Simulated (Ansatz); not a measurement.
`OCBF` at its PBE0-D4/def2-TZVP geometry, where that method's forces vanish. Charge 0, multiplicity 1.

```
atom    x (Å)    y (Å)    z (Å)
  O1  -0.6386   0.8359   1.0391
  C2  -0.3623   0.1862  -0.1794
  B3   0.9235  -0.6958  -0.1343
  F4   1.6515  -0.7967   0.9591
  H5  -1.4381   1.3566   0.9385
  H6  -0.2303   0.8959  -1.0162
  H7  -1.1875  -0.4738  -0.5031
  H8   1.2817  -1.3083  -1.1037
```

(1) For each bond, give half the difference of the two atoms' forces along it (eV/Å; positive pushes the atoms apart) under PBE-D4, r2SCAN-D4, B3LYP-D4, ωB97M-V in def2-TZVPP. (Estimate.)

## Answers

(1) Ansatz gave: 
| bond | length (Å) | PBE-D4 | r2SCAN-D4 | B3LYP-D4 | ωB97M-V |
| --- | --- | --- | --- | --- | --- |
| O1–C2 | 1.408 | 0.30 | 0.32 | 0.37 | 0.32 |
| O1–H5 | 0.959 | 0.37 | 0.00 | -0.05 | -0.10 |
| C2–B3 | 1.560 | -0.21 | -0.12 | -0.07 | -0.02 |
| C2–H6 | 1.105 | 0.12 | -0.04 | -0.11 | -0.15 |
| C2–H7 | 1.105 | 0.12 | -0.04 | -0.11 | -0.15 |
| B3–F4 | 1.317 | 0.52 | 0.18 | 0.20 | 0.22 |
| B3–H8 | 1.201 | -0.03 | -0.07 | -0.17 | -0.20 |

B3LYP here is the variant with VWN-RPA as its local correlation; programs differ in this.
